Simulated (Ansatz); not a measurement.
Pt3⁻, relaxed as a doublet with UKS PBE-D4/def2-TZVPD in Ansatz, starting from the GFN1-xTB geometry. Force threshold 0.02 eV/Å.

In the def2 sets Pt takes a core potential; there is no spin–orbit coupling. The charge -1 doublet is spin-contaminated (final ⟨S²⟩ up to 1.15, 0.75 for a pure state). The highest occupied level of the charge -1 doublet lies above zero (up to 0.52 eV). Its loss leaves the charge 0 triplet, which lies 2.02 eV higher (vertical, at PBE-D4/def2-TZVPD), but this difference is unsure: the triplet is doubtful (geometry relaxed on an unsound state). The relaxation made no stability test and no search for a lower SCF solution. The structure comes from a short search, and lower isomers may exist.

Start:

```xyz
3

Pt    0.387    0.567    1.195
Pt    0.155    0.698   -1.175
Pt   -0.542   -1.265   -0.019
```

```csv
step,energy (eV),largest force component (eV/Å),SCF passes
1,-9747.8881,3.318,162
2,-9748.2723,0.890,68
3,-9748.3386,0.237,57
4,-9748.3420,0.014,51
```

Force components are those of the run's own axes.

End:

Cartesian coordinates in Å:
```
Pt 0.412 0.604 1.272
Pt 0.165 0.743 -1.251
Pt -0.577 -1.347 -0.021
```

By distances, no bond broke or formed. The bond that changes most is Pt1–Pt3, from 2.39 to 2.54 Å (atoms count from 1).

No frequencies were taken in this run, so the end may be a saddle point.

Hardware: 4 threads of Arm Neoverse V1 on a shared host. Wall time 16 s.
